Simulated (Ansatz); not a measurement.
`C[O][Y]([O]C)[O]C`. Charge 0, multiplicity 1. Y: def2 effective core potential.

```csv
atom,x (Å),y (Å),z (Å)
C1,2.589,-2.225,0.006
O2,1.545,-1.316,-0.001
Y3,0.009,0.011,0.000
O4,-0.168,1.363,-1.504
C5,-0.304,2.284,-2.528
O6,-1.360,-0.025,1.498
C7,-2.288,-0.063,2.525
H8,3.561,-1.720,-0.077
H9,2.603,-2.818,0.930
H10,2.515,-2.927,-0.836
H11,-0.172,1.813,-3.512
H12,0.444,3.085,-2.448
H13,-1.295,2.758,-2.518
H14,-2.080,-0.881,3.228
H15,-2.289,0.873,3.099
H16,-3.306,-0.210,2.139
```

(1) What are the harmonic wavenumbers in cm⁻¹ at PBE0-D4/def2-TZVP (Ansatz, finite differences of forces, unscaled)? (Estimate.)

Answers

(1) Ansatz gave: 6i, 5i, 3, 28, 57, 57, 101, 154, 155, 174, 176, 201, 421, 472, 472, 1180, 1181, 1182, 1183, 1183, 1183, 1194, 1195, 1232, 1476, 1476, 1480, 1490, 1490, 1490, 1492, 1493, 1493, 2978, 2979, 2982, 3034, 3034, 3035, 3036, 3036, 3036.
